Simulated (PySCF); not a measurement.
Cl2GeH4OSi, SMILES [SiH]([O][GeH3])(Cl)Cl. Atoms are numbered in the order given.

```xyz
9

Si     1.0375     0.1627    -0.7622
Cl     0.8869     2.1123    -0.0885
Cl     2.2125    -0.8685     0.5850
O     -0.4464    -0.5036    -0.8496
Ge    -1.8372    -0.5565     0.2943
H      1.6848     0.1461    -2.0861
H     -2.7682     0.5982    -0.0854
H     -2.4835    -1.9227     0.0628
H     -1.2868    -0.4072     1.7177
```
Charge 0, spin multiplicity 1.

Geometry: r2SCAN-D4/def2-SVP. The structure was generated by enumeration, and PubChem lists no compound with its InChIKey, so it may never have been made. The values are those of a single conformer.

Two levels are set side by side: PBE/pcSseg-1 (PySCF) and B3LYP/pcSseg-1 (PySCF). GIAO shifts against GeH4 (⁷³Ge), H2O (¹⁷O), HCl (³⁵Cl), TMS (²⁹Si), TMS (¹H) at the same level; non-relativistic, no solvent, atoms listed together averaged. Without spin–orbit terms, shifts of atoms bonded to Cl or Br come out too high at both levels. Differences are taken from unrounded values.

```
quantity                   B3LYP
-------------------------  -----
δ(²⁹Si) of Si1 (ppm)       -13.7
δ(³⁵Cl) of Cl2, Cl3 (ppm)  121.6
δ(¹⁷O) of O4 (ppm)          74.3
δ(⁷³Ge) of Ge5 (ppm)       241.6
δ(¹H) of H6 (ppm)           5.86
```

**Question.** What does PBE give, and how far is it from B3LYP? (Estimate from the structure and the level; the computed values follow.)

**Answer.** 
```
quantity                     PBE  PBE minus B3LYP
-------------------------  -----  ---------------
δ(²⁹Si) of Si1 (ppm)       -11.0              2.8
δ(³⁵Cl) of Cl2, Cl3 (ppm)  148.3             26.7
δ(¹⁷O) of O4 (ppm)          85.8             11.5
δ(⁷³Ge) of Ge5 (ppm)       261.7             20.1
δ(¹H) of H6 (ppm)           6.20             0.34
```

Rough cost on one machine, each run with all the roots and properties that it gave: B3LYP against PBE within a factor of 2.
